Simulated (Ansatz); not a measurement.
Kohn–Sham single points on CH4Cl2SiTe (`[SiH3]C(Cl)(Cl)[TeH]`).

```yaml
crystal:
  periodic: [false, false, false]
  atoms:
    - {symbol: Si, position_ang: [-0.008010, -1.149699, 0.295309]}
    - {symbol: C, position_ang: [0.259285, 0.485361, -0.630735]}
    - {symbol: Cl, position_ang: [1.918962, 1.045652, -0.346723]}
    - {symbol: Cl, position_ang: [-0.015328, 0.208098, -2.369669]}
    - {symbol: Te, position_ang: [-1.216557, 1.962332, -0.045576]}
    - {symbol: H, position_ang: [0.134488, -0.867667, 1.744400]}
    - {symbol: H, position_ang: [1.023546, -2.116759, -0.155026]}
    - {symbol: H, position_ang: [-1.369528, -1.641438, -0.018123]}
    - {symbol: H, position_ang: [-0.638457, 2.027822, 1.509043]}
basis:
  gaussian: {orbitals: def2-TZVPP}
hamiltonian: {xc: {name: wB97X-V}}
output: {orbitals: {seedname: orbitals}}
```

```sh
$ ansatz run in.yaml --threads 4 --pin off --events-out ev --progress --plain --max-ram 10444MiB
```

Output, abridged:

```
Functional definition: wB97X-V
1738 factors; their error is unknown
334 factors; integrals over basis functions are off by at most 1.8e-5 eV
mean field evaluation 1: about -41312.7413 eV, gradient 1.4e1 eV
mean field evaluation 2: about -41313.3609 eV, gradient 8.9e0 eV
mean field evaluation 4: about -41313.5283 eV, gradient 1.4e0 eV
mean field evaluation 8: about -41313.6338 eV, gradient 4.2e-1 eV
mean field evaluation 16: about -41313.6341 eV, gradient 1.6e-4 eV
mean field -41313.63406673 eV, -1518.2480485654 hartree, gradient 5.8e-5 eV, S^2 0.000000; 0 other end points of the search recorded, 0 dependent functions left out
reference -41313.63406458 eV, -1518.2480484863 hartree; 41, 41 occupied and 222, 222 virtual orbitals, 1738 factors
Total energy: -41313.63406458 eV, -1518.2480484863 hartree
```

It took 10 s on 4 threads of an Intel Xeon Platinum 8375C on a shared host, with 1.1 GiB of host memory at the peak.

With the line `hamiltonian: {xc: {name: BLYP}, dispersion: d4}` (abridged; 2.7 s):

```
Functional definition: BLYP
mean field evaluation 16: about -41316.8439 eV, gradient 4.3e-4 eV
mean field -41316.84394393 eV, -1518.3660093766 hartree, gradient 2.6e-5 eV, S^2 0.000000
Total energy: -41317.64966097 eV, -1518.3956189317 hartree
```

Changing it to `hamiltonian: {xc: pbe0, dispersion: d4}` (abridged; 4.3 s):

```
Functional definition: PBE0
mean field evaluation 16: about -41306.6396 eV, gradient 1.5e-4 eV
mean field -41306.63958964 eV, -1517.9910062733 hartree, gradient 5.7e-5 eV, S^2 0.000000
Total energy: -41306.96016803 eV, -1518.0027873118 hartree
```

The same input with `hamiltonian: {xc: {name: B97M-V}}` (abridged; 8.5 s):

```
Functional definition: B97M-V
mean field evaluation 16: about -41310.4849 eV, gradient 1.7e-3 eV
mean field -41310.48492744 eV, -1518.1323198310 hartree, gradient 8.4e-6 eV, S^2 0.000000
Total energy: -41310.48499183 eV, -1518.1323221972 hartree
```

With the line `hamiltonian: {xc: {name: r2SCANh}, dispersion: d4}` (abridged; 7.5 s):

```
Functional definition: r2SCANh
mean field evaluation 16: about -41318.5869 eV, gradient 1.0e-4 eV
mean field -41318.58691285 eV, -1518.4300623030 hartree, gradient 6.9e-5 eV, S^2 0.000000
Total energy: -41318.67887887 eV, -1518.4334419921 hartree
```

With the line `hamiltonian: {xc: {name: B3LYP}, dispersion: d4}` and forces (abridged; 7.5 s):

```
Functional definition: B3LYP
mean field evaluation 16: about -41322.9882 eV, gradient 4.1e-4 eV
mean field -41322.98819255 eV, -1518.5918063487 hartree, gradient 3.2e-5 eV, S^2 0.000000
Total energy: -41323.60713562 eV, -1518.6145520870 hartree
Atom 0 force    -0.008717    -0.181162     0.094959 eV/Å
Atom 1 force    -0.122370    -0.210347     0.210078 eV/Å
Atom 2 force     0.416334     0.137931     0.069567 eV/Å
Atom 3 force    -0.056615    -0.075636    -0.446837 eV/Å
Atom 4 force    -0.258059     0.258759     0.031148 eV/Å
Atom 5 force    -0.013514    -0.031055    -0.103764 eV/Å
Atom 6 force    -0.077281     0.060132     0.036602 eV/Å
Atom 7 force     0.102960     0.027098     0.029810 eV/Å
Atom 8 force     0.017261     0.014279     0.078437 eV/Å
Dipole moment:    -0.170474    -0.044705     0.209706 e Å
```

B3LYP takes the VWN-RPA correlation (the form of Gaussian; ORCA's B3LYP/G).
